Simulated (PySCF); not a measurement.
Electronic structure of Ta(2+) (tantalum, charge +2) at the BP86 level

Configuration: [Xe] 4f14 5d3, high-spin 4F determinant. Calculation: PySCF 2.14, in x2c-TZVPPall with one added diffuse shell each of s, p, d, f type (12s8p8d4f1g, 113 functions); the spin-free X2C one-electron Hamiltonian (Gaussian nucleus).

```
Total energy                        : -15606.35 hartree
One-electron energy                 : -21368.72 hartree
Hartree (Coulomb) energy            : 6084.64 hartree
Exchange-correlation energy         : -322.27 hartree
⟨S²⟩                                : 3.7512
⟨L²⟩                                : 12.005
Sum of ⟨r⟩                          : 38.03 bohr
Sum of ⟨r²⟩                         : 41.42 bohr²
Langevin diamagnetic susceptibility : -32.8 ×10⁻⁶ cm³/mol
Time after the integrals            : of the order of 6 core-seconds
```

```
shell  electrons  mean orbital energy (hartree)  spread (hartree)  rms radius, mean of both spins (bohr)
 1s β          1                    -2468.57196                 0                                 0.0211
 1s α          1                    -2468.57173                 0                                 0.0211
 2s α          1                     -424.65447                 0                                 0.0854
 2s β          1                     -424.65019                 0                                 0.0854
 2p α          3                     -373.46977                 0                                 0.0775
 2p β          3                     -373.46640                 0                                 0.0775
 3s α          1                      -97.79350                 0                                  0.219
 3s β          1                      -97.79241                 0                                  0.219
 3p α          3                      -82.48929                 0                                  0.220
 3p β          3                      -82.48802                 0                                  0.220
 3d α          5                      -64.04557           0.00006                                  0.201
 3d β          5                      -64.04285           0.00240                                  0.201
 4s α          1                      -20.39787                 0                                  0.488
 4s β          1                      -20.39422                 0                                  0.488
 4p α          3                      -15.34809                 0                                  0.519
 4p β          3                      -15.34473                 0                                  0.519
 4d α          5                       -8.73673           0.00282                                  0.563
 4d β          5                       -8.73273           0.00663                                  0.563
 5s α          1                       -3.26497                 0                                   1.17
 5s β          1                       -3.22489                 0                                   1.17
 5p α          3                       -2.04927                 0                                   1.37
 5p β          3                       -1.99430                 0                                   1.37
 4f α          7                       -1.49687           0.00206                                  0.721
 4f β          7                       -1.48688           0.01091                                  0.721
 5d α          3                       -0.71398                 0                                   2.16
```

Spin-orbit coupling, absent here, splits the open shell strongly.

Densities and radii are taken from the X2C orbitals without a picture-change correction, which distorts them close to the nucleus.
